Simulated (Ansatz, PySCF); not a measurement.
Reaction (SMILES): N[Si](N)(Cl)Cl + 4 [H][H] (H2) -> 2 Cl (HCl) + 2 N (NH3) + [SiH4] (SiH4)
Structures are relaxed separately at B3LYP-D3(BJ)/def2-TZVP in Ansatz (a program for electronic structure), one conformer each, not searched for the lowest. Frequencies are from Ansatz or PySCF.

Quantity: energy of full hydrogenation (enthalpy at 298 K, with B3LYP-D3(BJ) rigid-rotor harmonic-oscillator terms), in kcal/mol. Correlated levels leave the core frozen unless marked. Spin-orbit coupling is left out. Non-relativistic. CBS marks a two-point X^-3 extrapolation of the correlation energy; Hartree-Fock from the larger set. The bracket is a focal-point correction in the basis named.

```
level                                                                             program  energy of full hydrogenation (kcal/mol)  minus last row
-------------------------------------------------------------------------  --------------  ---------------------------------------  --------------
PBE0/STO-3G                                                                        Ansatz                                     86.8            17.4
PBE0/def2-SVP                                                                      Ansatz                                     60.1            -9.3
PBE0-D3(BJ)/def2-TZVP                                                      Ansatz + dftd3                                     68.3            -1.1
wB97M-V/def2-TZVPD                                                                 Ansatz                                     69.0            -0.4
CCSD(T)/STO-3G                                                                     Ansatz                                     79.1             9.7
CCSD(T)/cc-pV(D+d)Z                                                                Ansatz                                     51.5           -17.9
RI-MP2/CBS(aug-cc-pV(T+d)Z,aug-cc-pV(Q+d)Z)+[CCSD(T)-MP2]/aug-cc-pV(T+d)Z          Ansatz                                     69.4             0.0
```
